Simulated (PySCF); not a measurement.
**Os²⁺: ionisation energy**

Os²⁺ [Xe] 4f14 5d6 (5D) → Os³⁺ [Xe] 4f14 5d5 (6S), as a difference of total energies. Computed with PySCF 2.14 in aug-cc-pVTZ-PP with ECP60MDF (6s6p5d3f2g, 88 functions), with scalar relativity through the core potential. Correlated levels: valence: 5s2 5p6 frozen. The calculations carry no spin-orbit coupling.

```tsv
method	ionisation energy (eV)
UHF	24.873
MP2 (valence)	26.127
SCS-MP2 (valence)	26.359
CCSD (valence)	26.176
CCSD(T) (valence)	26.243
```

Problem. How much does correlation contribute at CCSD(T) (valence)?

Solution. 26.243 − (24.873) = 1.370 eV, measured against UHF.

The reference lies between the lowest fine-structure levels, while these numbers refer to the centres of the terms.

Errors of the correlated levels include the incompleteness of this basis and the frozen core.

For comparison: 25 ± 1.6 eV (theoretical estimate listed by NIST; NIST Atomic Spectra Database, ionization energies).
